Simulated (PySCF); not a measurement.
SMILES CC(C)C(=O)Oc1ccccc1 (C10H12O2) (GFN2-xTB optimised geometry):

```
24

C     -1.393     2.327     0.000
C      0.140     2.327     0.000
C      0.692     3.041    -1.229
C      0.589     0.878     0.009
O      0.721     0.187    -0.963
O      0.800     0.473     1.274
C      1.133    -0.846     1.566
C      2.094    -1.043     2.549
C      2.436    -2.330     2.922
C      1.825    -3.415     2.315
C      0.865    -3.209     1.340
C      0.509    -1.926     0.961
H     -1.764     3.350     0.000
H     -1.765     1.821    -0.888
H     -1.777     1.818     0.881
H      0.499     2.804     0.917
H      0.297     4.053    -1.286
H      1.777     3.091    -1.189
H      0.408     2.499    -2.127
H      2.560    -0.185     3.008
H      3.183    -2.484     3.685
H      2.096    -4.419     2.605
H      0.383    -4.053     0.868
H     -0.239    -1.767     0.202
```

Level of theory: PBE0/def2-SVP in PySCF.

**Question.** What are the frontier orbital energies and the dipole moment?

**Answer.** HOMO-2 -7.96 eV, HOMO-1 -7.43 eV, HOMO -7.07 eV, LUMO -0.35 eV, LUMO+1 -0.19 eV; dipole moment 1.56 D.

On the same geometry PBE/def2-SVP (PySCF 2.14.0) gives HOMO-2 -6.51 eV, HOMO-1 -6.12 eV, HOMO -6.00 eV, LUMO -1.30 eV, LUMO+1 -1.10 eV; dipole moment 1.49 D.

Meta-Löwdin charges at PBE0/def2-SVP: C1 -0.29, C2 -0.08, C3 -0.30, C4 0.50, O5 -0.44, O6 -0.32, C7 0.19, C8 -0.13, C9 -0.10, C10 -0.11, C11 -0.10, C12 -0.13, H13 0.10, H14 0.10, H15 0.10, H16 0.11, H17 0.10, H18 0.10, H19 0.11, H20 0.12, H21 0.11, H22 0.11, H23 0.11, H24 0.13.
